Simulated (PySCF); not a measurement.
**Electron correlation in Au (gold, neutral)**

[Xe] 4f14 5d10 6s1, 2S determinant. Calculation: PySCF 2.14, in x2c-TZVPPall (11s7p7d3f1g, 97 functions); scalar relativity by spin-free X2C-1e. Frozen: [Xe] 4f14; 11 electrons correlated.

| level | correlation energy (mhartree) |
| --- | --- |
| CCSD | -336.10 |
| (T) | -13.60 |
| CCSD(T) | -349.70 |

Diagnostics: T1 = 0.014, D1 = 0.0581, largest double amplitude 0.019.

Cost of the coupled-cluster step: about 12 core-seconds, for 11 correlated electrons.
